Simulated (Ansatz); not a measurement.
A structure relaxed at PBE-D4/def2-SVP in Ansatz, charge 0, singlet:

```xyz
8

F     1.612    1.354    0.796
F     1.368   -1.774    0.242
F    -1.612   -1.354   -0.796
F    -1.368    1.774   -0.242
Li    0.166    2.111    0.373
Li    2.008   -0.282    0.700
Li   -0.165   -2.111   -0.375
Li   -2.008    0.282   -0.699
```

Question: Give its formula, name or SMILES and point group.

Answer: (LiF)4 ring (Li₄F₄). Point group D4h (tolerance 0.1 Å).

Question: Summarise the bond lengths by kind (pairs closer than 1.2 times the sum of covalent radii, bridged metal pairs left out).

Answer: 8 × F–Li 1.69 Å.

Another isomer (singlet) lies 0.38 eV lower at PBE0-D4/def2-TZVP; other spin states weren't run for this one.
